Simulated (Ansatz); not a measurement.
Cost and result for the atomization energy of AlB2H7OSi (`B[SiH2][B](O)[AlH2]`) (12 atoms, 11 bonds).

```xyz
12

B    -1.766    0.144    1.405
Si   -0.363    0.868    0.249
B     0.219   -0.589   -1.137
O    -0.481   -1.220   -2.087
Al    2.148   -0.426   -0.306
H    -2.912    0.352    1.133
H    -1.513   -0.641    2.270
H    -0.558    2.175   -0.435
H     1.012    0.969    0.920
H    -1.416   -1.003   -2.139
H     2.488   -1.324    0.963
H     3.142    0.695   -0.837
```

The species carries charge 0 and has multiplicity 1. The geometry is a stationary point of PBE0-D4/def2-TZVP. It is one conformer, not always the lowest. Program: Ansatz. All runs use 4 threads of an Arm Neoverse V2 on a shared host. Times are those of one run each, without the atoms' runs, and a repeat can differ threefold. Electronic energies, without spin–orbit coupling; frozen cores. CCSD(T)/CBS adds CCSD(T) − MP2 in def2-TZVPP to the MP2 limit, and its time is that of the two runs behind it. T1 = 0.020. B3LYP takes the VWN-RPA correlation (the form of Gaussian; ORCA's B3LYP/G).

CCSD(T)/CBS is a level of theory with its own doubt, some kJ/mol a heavy atom from the limit and from the frozen cores, so smaller differences don't rank the functionals.

```
                             level  functions  wall time
   PBE-D4/def2-TZVPP (with forces)        275      2.4 s
                PBE0-D4/def2-TZVPP        275      2.8 s
 B3LYP-D4/def2-TZVPP (with forces)        275      4.2 s
r2SCAN-D4/def2-TZVPP (with forces)        275      4.5 s
                 B2PLYP/def2-TZVPP        275      5.5 s
                ωB97X-V/def2-TZVPP        275        8 s
  ωB97M-V/def2-TZVPP (with forces)        275       11 s
                    MP2/def2-QZVPP        521       22 s
                CCSD(T)/def2-TZVPP        275      2 min
                 CCSD(T)/CBS(def2)          –    2.4 min
```

What atomization energy does each give, and how far from CCSD(T)/CBS? (Best estimate.)

Computed: 
```json
{"level": "PBE-D4/def2-TZVPP (with forces)", "atomization (kcal/mol)": "908.2", "difference from CCSD(T)/CBS": "13.7", "per bond": "1.2"}
{"level": "PBE0-D4/def2-TZVPP", "atomization (kcal/mol)": "896.3", "difference from CCSD(T)/CBS": "1.8", "per bond": "0.2"}
{"level": "B3LYP-D4/def2-TZVPP (with forces)", "atomization (kcal/mol)": "899.7", "difference from CCSD(T)/CBS": "5.2", "per bond": "0.5"}
{"level": "r2SCAN-D4/def2-TZVPP (with forces)", "atomization (kcal/mol)": "908.1", "difference from CCSD(T)/CBS": "13.6", "per bond": "1.2"}
{"level": "B2PLYP/def2-TZVPP", "atomization (kcal/mol)": "886.1", "difference from CCSD(T)/CBS": "-8.4", "per bond": "-0.8"}
{"level": "ωB97X-V/def2-TZVPP", "atomization (kcal/mol)": "901.9", "difference from CCSD(T)/CBS": "7.4", "per bond": "0.7"}
{"level": "ωB97M-V/def2-TZVPP (with forces)", "atomization (kcal/mol)": "899.7", "difference from CCSD(T)/CBS": "5.2", "per bond": "0.5"}
{"level": "MP2/def2-QZVPP", "atomization (kcal/mol)": "891.4", "difference from CCSD(T)/CBS": "-3.1", "per bond": "-0.3"}
{"level": "CCSD(T)/def2-TZVPP", "atomization (kcal/mol)": "872.7", "difference from CCSD(T)/CBS": "-21.8", "per bond": "-2.0"}
{"level": "CCSD(T)/CBS(def2)", "atomization (kcal/mol)": "894.5", "difference from CCSD(T)/CBS": "0.0", "per bond": "0.0"}
```

In def2-TZVPP, CCSD(T) changes the Hartree–Fock value by +199.0 kcal/mol (the triples alone add +11.8 kcal/mol) and MP2 by +204.7 kcal/mol; breaking electron pairs costs correlation energy, which Hartree–Fock lacks. The D4 term adds +9.9 kcal/mol with B3LYP and +5.2 kcal/mol with PBE0; it sums over pairs of atoms, weighted by their polarisabilities, and B3LYP, whose exchange is more repulsive, gets the larger term. From PBE to PBE0 (25 % exact exchange), in def2-TZVPP and without D4, the atomization energy moves by −11.0 kcal/mol: exact exchange takes away binding that semilocal exchange gives to molecules.
